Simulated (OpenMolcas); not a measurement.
# P IV: effect of the basis set

```json
{"Program": "OpenMolcas", "Method": "CASSCF", "Active space": "2 electrons in 4 orbitals (3s 3p)", "State averaging": "2S+1 = 3 even, 3 roots; 2S+1 = 1 even, 7 roots; 2S+1 = 3 odd, 3 roots; 2S+1 = 1 odd, 3 roots", "Spin-orbit coupling": "state interaction with AMFI integrals over the reference wave functions, term energies averaged over their components"}
```

A. ANO-R1 [4s3p1d], X2C, finite nucleus; cost roughly 11 core-seconds
B. ANO-RCC-VTZP [5s4p2d1f], DKH2, point nucleus; cost about 11 core-seconds
C. ANO-L-VTZP [5s4p2d1f], non-relativistic, point nucleus; cost about 13 core-seconds
D. ANO-R2 [5s4p3d1f], X2C, finite nucleus; cost about 19 core-seconds
E. ANO-RCC-VQZP [6s5p3d2f1g], DKH2, point nucleus; cost roughly 9 core-seconds
F. ANO-R3 [6s5p4d2f1g], X2C, finite nucleus; cost of the order of 15 core-seconds

Energies in eV above 3s2 1S0, the measured ground level; measured values from Martin, Zalubas and Musgrove, J. Phys. Chem. Ref. Data 14, 751 (1985).

```csv
Level,A,B,C,D,E,F,Measured
3s2 1S0,0.0000,0.0000,0.0000,0.0000,0.0000,0.0000,0.0000
3s 3p 3P* 0,8.1616,8.3173,8.2177,8.3134,8.3166,8.3231,8.4208
3s 3p 3P* 1,8.1909,8.3421,8.2422,8.3380,8.3412,8.3479,8.4491
3s 3p 3P* 2,8.2505,8.3923,8.2917,8.3877,8.3908,8.3980,8.5072
3s 3p 1P* 1,14.1778,14.5122,14.4106,14.4359,14.5196,14.4973,
3p2 3P0,19.9730,20.4954,20.2833,20.4552,20.5042,20.5099,20.4501
3p2 3P1,20.0030,20.5206,20.3082,20.4805,20.5291,20.5354,20.4804
3p2 3P2,20.0598,20.5685,20.3555,20.5286,20.5767,20.5839,20.5385
3p2 1D2,21.6189,22.1966,21.9863,22.1371,22.2059,22.1964,19.6071
3p2 1S0,25.0962,25.8166,25.6178,25.7046,25.8262,25.7869,24.1263
```

Deviations, from unrounded energies. A percentage is the sum of absolute deviations over the sum of measured energies, with the sign that they share, or ± where signs differ.

```json
{"Against measurement": "mean absolute deviation (cm-1)", "Levels": "8", "A": "5200", "B": "4800", "C": "5100", "D": "4500", "E": "4800", "F": "4800"}
{"Against measurement": "other configurations (%)", "Levels": "8", "A": "±4.0", "B": "±3.6", "C": "±3.8", "D": "±3.4", "E": "±3.7", "F": "±3.6"}
```

D lies closest to measurement on these levels and A furthest from it. The largest miss of D in the table is 3p2 1D2, by +20000 cm-1. The ranking rests on the paired levels alone, and a cruder setting can come out closer through cancelling errors.

Among A to F the level of the table that moves most is 3p2 1S0, by 5900 cm-1 (lowest in A, highest in E).

The ¹D term of p² mixes with s d, which this space lacks. The basis is small and was not contracted for so high a charge (holds for A). Measured partners are found by configuration, term and J. A level has none where our copy of the source lacks it or the pairing is in doubt (some pairs that miss far off the trend of their configuration count as doubtful), and it then counts in no deviation. Only configurations of the active space appear.

* marks odd parity.
